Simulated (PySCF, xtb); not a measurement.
H2O4P, SMILES [O]P(=O)(O)O (connectivity only; charge and spin as stated), charge -1, multiplicity 1.

Geometry optimised at PBE0-D3(BJ)/def2-SVPD. The spin state was assumed, not searched. The isomer is the one that the SMILES or the coordinates give; other isomers of the formula were not compared. Other conformers were not sampled.

These are IEF-PCM-M06-2X/def2-SVPD run with PySCF values and carry that method's errors.

The values are the electrostatic part of the solvation free energy, E(continuum) − E(gas) at the gas-phase geometry, in a cavity of scaled van der Waals radii (PySCF's table); cavitation and dispersion terms are not included. In vacuum the orbital gap is 8.78 eV.

Computed values in water (ε = 78.36), diethylether (ε = 4.24), N,N-dimethylformamide (ε = 37.22):
```
solvent                    ε  ΔG(elec) (kcal/mol)  gap (eV)
---------------------  -----  -------------------  --------
water                  78.36                -66.2     10.05
diethylether            4.24                -50.0      9.75
N,N-dimethylformamide  37.22                -65.1     10.03
```

For comparison, GFN2-xTB/ALPB(water) (xtb, at the GFN2-xTB geometry, all terms of that model) gives -71.0 kcal/mol.
